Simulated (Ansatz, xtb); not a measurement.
C5H7FO: which of two isomers lies lower

We compare X, `C[C@@H]1C(=O)C[C@@H]1F`, a singlet, with Y, `C[C@@H]1C(=O)C[C@H]1F`, a singlet. Both are isolated molecules in the gas phase, relaxed with B3LYP/def2-SVP.

X (Å):

```xyz
14

C    -1.1782    0.0814   -1.5548
C     0.2226    0.1795   -0.9721
C     0.5012   -0.3975    0.4293
C     1.2950    0.8552    0.8413
C     0.7484    1.5422   -0.4319
F    -0.2932    2.3976   -0.1247
O     0.1575   -1.3938    0.9968
H    -1.2337    0.5532   -2.5484
H    -1.9084    0.5780   -0.8998
H    -1.4696   -0.9750   -1.6580
H     0.9706   -0.2493   -1.6650
H     2.3846    0.6882    0.8355
H     1.0044    1.3259    1.7930
H     1.4640    2.0900   -1.0637
```

Y (Å):

```yaml
atoms:
  - { symbol: C, position_ang: [0.0719, -0.0728, 1.6233] }
  - { symbol: C, position_ang: [0.1655, 0.1092, 0.1180] }
  - { symbol: C, position_ang: [0.0573, 1.5195, -0.4812] }
  - { symbol: C, position_ang: [-0.8056, 1.0199, -1.6464] }
  - { symbol: C, position_ang: [-0.9953, -0.2826, -0.8338] }
  - { symbol: F, position_ang: [-0.8125, -1.4498, -1.5360] }
  - { symbol: O, position_ang: [0.3953, 2.6040, -0.0978] }
  - { symbol: H, position_ang: [0.0968, -1.1384, 1.9005] }
  - { symbol: H, position_ang: [-0.8582, 0.3646, 2.0205] }
  - { symbol: H, position_ang: [0.9138, 0.4317, 2.1219] }
  - { symbol: H, position_ang: [1.0821, -0.3597, -0.2881] }
  - { symbol: H, position_ang: [-0.1975, 0.8290, -2.5467] }
  - { symbol: H, position_ang: [-1.6861, 1.6200, -1.9196] }
  - { symbol: H, position_ang: [-1.9705, -0.3352, -0.3206] }
```

Quicker runs give these differences E(Y) − E(X): GFN2-xTB −1.29 kcal/mol; HF/STO-3G −0.59 kcal/mol (at GFN2-xTB geometries); r2SCAN-D4/def2-SVP −0.27 kcal/mol (at GFN2-xTB geometries).

Task: Estimate E(Y) − E(X) at the level CCSD(T)/def2-SVP + ΔMP2/def2-TZVPP.

Result: CCSD(T)/def2-SVP + ΔMP2/def2-TZVPP gives E(Y) − E(X) = −0.57 kcal/mol, slightly favouring structure Y, which is too small a margin to settle the true order.

How the difference moves with the method:

| level | geometry | E(Y) − E(X) (kcal/mol) | departure from the last row (kcal/mol) | job, with rough time for the two |
| --- | --- | --- | --- | --- |
| GFN2-xTB | GFN2-xTB | −1.29 | −0.73 | optimisation, 0.53 s |
| HF/STO-3G | GFN2-xTB | −0.59 | −0.02 | single point, 1.8 s |
| r2SCAN-D4/def2-SVP | GFN2-xTB | −0.27 | +0.30 | single point, 10 s |
| B3LYP/def2-SVP | B3LYP/def2-SVP | −0.67 | −0.11 | optimisation, 5.3 min |
| HF/def2-SVP | B3LYP/def2-SVP | −0.54 | +0.02 | part of the CCSD(T) run |
| MP2/def2-SVP | B3LYP/def2-SVP | −0.59 | −0.03 | part of the CCSD(T) run |
| CCSD(T)/def2-SVP | B3LYP/def2-SVP | −0.43 | +0.14 | single point |
| CCSD(T)/def2-SVP + ΔMP2/def2-TZVPP | B3LYP/def2-SVP | −0.57 |  | single point, 3.2 min |

As drawn, both hold the same kinds of bond in the same numbers.

The largest departure from CCSD(T)/def2-SVP + ΔMP2/def2-TZVPP is that of GFN2-xTB, 0.73 kcal/mol. The last row adds to CCSD(T) the change of the MP2 difference between the two basis sets, here −0.14 kcal/mol.

With thermal terms from frequencies at re-optimised GFN2-xTB minima (ideal gas, soft modes damped towards free rotors, one conformer each, 298.15 K, 1 atm): on the last row, ΔE + ΔZPE = −0.62, ΔH = −0.63, ΔG = −0.62 kcal/mol.

The correlated steps freeze 7 core orbitals. Codes used: Ansatz 0.2.0, xtb 6.7.1; the last row on 2 threads of Intel(R) Xeon(R) Processor @ 2.50GHz (Skylake/Cascade Lake) on a shared host.
